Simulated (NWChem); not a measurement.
System: C2H7N2, doublet; SMILES N[CH]CN

Output (shortened):

```
             Northwest Computational Chemistry Package (NWChem) 7.3.0
             --------------------------------------------------------

 C1  symmetry detected

                             Geometry "geometry" -> ""
                             -------------------------

 Output coordinates in angstroms (scale by  1.889725989 to convert to a.u.)

  No.       Tag          Charge          X              Y              Z
 ---- ---------------- ---------- -------------- -------------- --------------
    1 N                    7.0000    -0.44078779    -1.57939432    -0.16242933
    2 C                    6.0000     0.55465741    -0.70891956     0.26797142
    3 C                    6.0000     0.60852296     0.65701596    -0.29386949
    4 N                    7.0000    -0.58092327     1.43395698     0.11953988
    5 H                    1.0000    -1.18618446    -1.10233424    -0.65260347
    6 H                    1.0000    -0.78367678    -2.22658628     0.53470773
    7 H                    1.0000     1.15413900    -1.00395912     1.10792443
    8 H                    1.0000     1.55232414     1.13850319     0.00342389
    9 H                    1.0000     0.56987053     0.62491941    -1.39058416
   10 H                    1.0000    -0.58977541     1.53132025     1.13073310
   11 H                    1.0000    -0.54380177     2.36761981    -0.27798700

 Effective nuclear repulsion energy (a.u.)     126.2890307282

                                Z-matrix (autoz)
                                --------

 Units are Angstrom for bonds and degrees for angles

      Type          Name      I     J     K     L     M      Value
      ----------- --------  ----- ----- ----- ----- ----- ----------
    1 Stretch                  1     2                       1.39064
    2 Stretch                  1     5                       1.01167
    3 Stretch                  1     6                       1.01115
    4 Stretch                  2     3                       1.47795
    5 Stretch                  2     7                       1.07329
    6 Stretch                  3     4                       1.47964
    7 Stretch                  3     8                       1.10044
    8 Stretch                  3     9                       1.09786
    9 Stretch                  4    10                       1.01591
   10 Stretch                  4    11                       1.01545
   11 Bend                     1     2     3               119.13987
   12 Bend                     1     2     7               118.03171
   13 Bend                     2     1     5               112.46999
   14 Bend                     2     1     6               115.46748
   15 Bend                     2     3     4               110.47385
   16 Bend                     2     3     8               109.44705
   17 Bend                     2     3     9               110.57584
   18 Bend                     3     2     7               122.08686
   19 Bend                     3     4    10               109.59873
   20 Bend                     3     4    11               110.12271
   21 Bend                     4     3     8               112.59537
   22 Bend                     4     3     9               105.43563
   23 Bend                     5     1     6               112.70707
   24 Bend                     8     3     9               108.23179
   25 Bend                    10     4    11               107.56945
   26 Torsion                  1     2     3     4          66.16993
   27 Torsion                  1     2     3     8        -169.30490
   28 Torsion                  1     2     3     9         -50.16509
   29 Torsion                  2     3     4    10          62.50483
   30 Torsion                  2     3     4    11        -179.34945
   31 Torsion                  3     2     1     5         -15.09781
   32 Torsion                  3     2     1     6        -146.37356
   33 Torsion                  4     3     2     7        -103.76688
   34 Torsion                  5     1     2     7         155.24703
   35 Torsion                  6     1     2     7          23.97128
   36 Torsion                  7     2     3     8          20.75830
   37 Torsion                  7     2     3     9         139.89811
   38 Torsion                  8     3     4    10         -60.20009
   39 Torsion                  8     3     4    11          57.94564
   40 Torsion                  9     3     4    10        -178.00506
   41 Torsion                  9     3     4    11         -59.85934

                           NWChem Geometry Optimization
                           ----------------------------

 maximum gradient threshold         (gmax) =   0.000450
 rms gradient threshold             (grms) =   0.000300
 maximum cartesian step threshold   (xmax) =   0.001800
 rms cartesian step threshold       (xrms) =   0.001200
 fixed trust radius                (trust) =   0.300000
 source of zmatrix                         =   autoz

          -------------------
          Energy Minimization
          -------------------

 Using diagonal initial Hessian
 Scaling for Hessian diagonals: bonds = 1.00  angles = 0.25  torsions = 0.10

          --------
          Step   0

                                 NWChem DFT Module
                                 -----------------

 Summary of "ao basis" -> "ao basis" (spherical)
 ------------------------------------------------------------------------------
       Tag                 Description            Shells   Functions and Types
 ---------------- ------------------------------  ------  ---------------------
 N                          def2-svp                 6       14   3s2p1d
 C                          def2-svp                 6       14   3s2p1d
 H                          def2-svp                 3        5   2s1p

            General Information
            -------------------
          SCF calculation type: DFT
          Wavefunction type:  spin polarized.
          No. of atoms     :    11
          No. of electrons :    33
           Alpha electrons :    17
            Beta electrons :    16
          Charge           :     0
          Spin multiplicity:     2
          Use of symmetry is: off; symmetry adaption is: off
          Maximum number of iterations: 150
          AO basis - number of functions:    91
                     number of shells:    45
          Convergence on energy requested:  1.00D-06
          Convergence on density requested:  1.00D-05
          Convergence on gradient requested:  5.00D-04

              XC Information
              --------------
                         PBE0 Method XC Functional
                     Hartree-Fock (Exact) Exchange  0.250
          PerdewBurkeErnzerhof Exchange Functional  0.750
            Perdew 1991 LDA Correlation Functional  1.000 local
           PerdewBurkeErnz. Correlation Functional  1.000 non-local

             Grid Information
             ----------------
          Grid used for XC integration:  medium
          Radial quadrature: Mura-Knowles
          Angular quadrature: Lebedev.
          Tag              B.-S. Rad. Rad. Pts. Rad. Cut. Ang. Pts.
          ---              ---------- --------- --------- ---------
          N                   0.65       49          11.0       434
          C                   0.70       49          10.0       434
          H                   0.35       45          12.0       434
          Grid pruning is: on
          Number of quadrature shells:   511
          Spatial weights used:  Erf1

      Superposition of Atomic Density Guess
      -------------------------------------

 Sum of atomic energies:        -187.23293729

      Non-variational initial energy
      ------------------------------

 Total energy =    -189.717927
 1-e energy   =    -501.419809
 2-e energy   =     185.412852
 HOMO         =      -0.081386
 LUMO         =       0.095830

[...]

      ----------------------
      Optimization converged
      ----------------------

  Step       Energy      Delta E   Gmax     Grms     Xrms     Xmax
  ---- ---------------- -------- -------- -------- -------- --------
@   20    -189.50702332 -1.4D-07  0.00004  0.00001  0.00059  0.00142
                                     ok       ok       ok       ok

                                Z-matrix (autoz)
                                --------

 Units are Angstrom for bonds and degrees for angles

      Type          Name      I     J     K     L     M      Value     Gradient
      ----------- --------  ----- ----- ----- ----- ----- ---------- ----------
    1 Stretch                  1     2                       1.38622    0.00001
    2 Stretch                  1     5                       1.01891    0.00001
    3 Stretch                  1     6                       1.01381    0.00000
    4 Stretch                  2     3                       1.48966   -0.00004
    5 Stretch                  2     7                       1.09419    0.00001
    6 Stretch                  3     4                       1.45874    0.00000
    7 Stretch                  3     8                       1.10929   -0.00003
    8 Stretch                  3     9                       1.11286    0.00000
    9 Stretch                  4    10                       1.01889   -0.00000
   10 Stretch                  4    11                       1.01717   -0.00001
   11 Bend                     1     2     3               115.88043    0.00001
   12 Bend                     1     2     7               116.99674   -0.00001
   13 Bend                     2     1     5               111.15117   -0.00000
   14 Bend                     2     1     6               115.96254    0.00000
   15 Bend                     2     3     4               109.93003   -0.00000
   16 Bend                     2     3     8               108.95538    0.00000
   17 Bend                     2     3     9               110.81667   -0.00001
   18 Bend                     3     2     7               119.60183    0.00001
   19 Bend                     3     4    10               109.97277   -0.00001
   20 Bend                     3     4    11               111.05924   -0.00000
   21 Bend                     4     3     8               114.79329    0.00001
   22 Bend                     4     3     9               106.48582   -0.00000
   23 Bend                     5     1     6               112.46547   -0.00000
   24 Bend                     8     3     9               105.76077    0.00000
   25 Bend                    10     4    11               107.14289    0.00000
   26 Torsion                  1     2     3     4          49.52414   -0.00002
   27 Torsion                  1     2     3     8         176.12021   -0.00001
   28 Torsion                  1     2     3     9         -67.91407   -0.00001
   29 Torsion                  2     3     4    10          72.57976    0.00001
   30 Torsion                  2     3     4    11        -168.99550    0.00001
   31 Torsion                  3     2     1     5         -34.22470    0.00002
   32 Torsion                  3     2     1     6        -164.32356    0.00002
   33 Torsion                  4     3     2     7        -161.61593   -0.00000
   34 Torsion                  5     1     2     7         176.08164    0.00000
   35 Torsion                  6     1     2     7          45.98279    0.00000
   36 Torsion                  7     2     3     8         -35.01987    0.00000
   37 Torsion                  7     2     3     9          80.94585    0.00000
   38 Torsion                  8     3     4    10         -50.65664    0.00000
   39 Torsion                  8     3     4    11          67.76810    0.00000
   40 Torsion                  9     3     4    10        -167.31890   -0.00000
   41 Torsion                  9     3     4    11         -48.89416   -0.00000

                         Geometry "geometry" -> "geometry"
                         ---------------------------------

 Output coordinates in angstroms (scale by  1.889725989 to convert to a.u.)

[...]

 Rotational Constants
 --------------------
 A=   0.525425 cm-1  (  0.755952 K)
 B=   0.188196 cm-1  (  0.270766 K)
 C=   0.151279 cm-1  (  0.217652 K)

 Temperature                      =   298.15K
 frequency scaling parameter      =   1.0000

 Zero-Point correction to Energy  =   61.397 kcal/mol  (  0.097843 au)
 Thermal correction to Energy     =   64.679 kcal/mol  (  0.103072 au)
 Thermal correction to Enthalpy   =   65.271 kcal/mol  (  0.104016 au)

 Total Entropy                    =   70.091 cal/mol-K
   - Translational                =   38.131 cal/mol-K (mol. weight =  59.0609)
   - Rotational                   =   24.182 cal/mol-K (symmetry #  =        1)
   - Vibrational                  =    7.778 cal/mol-K

 Cv (constant volume heat capacity) =   18.323 cal/mol-K
   - Translational                  =    2.979 cal/mol-K
   - Rotational                     =    2.979 cal/mol-K
   - Vibrational                    =   12.364 cal/mol-K

[normal modes left out]

 ----------------------------------------------------------------------------
 Normal Eigenvalue ||           Projected Infra Red Intensities
  Mode   [cm**-1]  || [atomic units] [(debye/angs)**2] [(KM/mol)] [arbitrary]
 ------ ---------- || -------------- ----------------- ---------- -----------
    1       -0.000 ||    0.000061           0.001         0.060       0.022
    2       -0.000 ||    0.000099           0.002         0.096       0.035
    3       -0.000 ||    0.000045           0.001         0.044       0.016
    4        0.000 ||    0.000357           0.008         0.348       0.126
    5        0.000 ||    0.000950           0.022         0.926       0.336
    6        0.000 ||    0.000224           0.005         0.219       0.079
    7      194.901 ||    0.009915           0.229         9.666       3.503
    8      300.722 ||    0.020954           0.483        20.427       7.402
    9      312.867 ||    0.017894           0.413        17.444       6.321
   10      405.863 ||    0.066533           1.535        64.860      23.503
   11      522.602 ||    0.015659           0.361        15.265       5.532
   12      666.589 ||    0.049322           1.138        48.082      17.423
   13      746.334 ||    0.216550           4.996       211.104      76.497
   14      836.965 ||    0.103183           2.381       100.587      36.449
   15      929.471 ||    0.006581           0.152         6.415       2.325
   16      967.799 ||    0.024922           0.575        24.295       8.804
   17     1077.322 ||    0.021252           0.490        20.717       7.507
   18     1151.620 ||    0.003888           0.090         3.790       1.373
   19     1156.469 ||    0.008276           0.191         8.068       2.923
   20     1283.694 ||    0.007275           0.168         7.092       2.570
   21     1336.705 ||    0.001275           0.029         1.243       0.450
   22     1394.387 ||    0.018178           0.419        17.721       6.421
   23     1464.290 ||    0.001521           0.035         1.483       0.537
   24     1469.320 ||    0.005552           0.128         5.413       1.961
   25     1595.960 ||    0.064650           1.492        63.024      22.838
   26     1623.225 ||    0.039615           0.914        38.619      13.994
   27     2947.482 ||    0.085456           1.972        83.307      30.187
   28     3005.563 ||    0.067703           1.562        66.000      23.916
   29     3201.602 ||    0.021549           0.497        21.007       7.612
   30     3535.283 ||    0.000203           0.005         0.198       0.072
   31     3542.958 ||    0.021749           0.502        21.202       7.683
   32     3627.740 ||    0.002245           0.052         2.188       0.793
   33     3670.838 ||    0.030543           0.705        29.775      10.789
 ----------------------------------------------------------------------------
```

Level: PBE0/def2-SVP, spin-unrestricted. 

Problem. Reconstruct the input file.

Solution. This is not unique; one that fits is the input that was run:
```
start job
memory heap 200 mb stack 700 mb global 900 mb
geometry units angstroms
  N      1.604428    -0.225012     0.123931
  C      0.599219     0.664864    -0.238778
  C     -0.732923     0.137097    -0.601002
  N     -1.380238    -0.485416     0.574918
  H      1.246531    -1.147300     0.335515
  H      2.252136     0.112246     0.823332
  H      0.776573     1.713199    -0.092194
  H     -1.339505     0.943500    -1.040031
  H     -0.640784    -0.666477    -1.343354
  H     -1.526994     0.216525     1.294509
  H     -2.290154    -0.855556     0.317661
end
basis spherical
  * library def2-svp
end
dft
  odft
  mult 2
  xc pbe0
  iterations 150
end
driver
  maxiter 120
end
task dft optimize
task dft freq
```
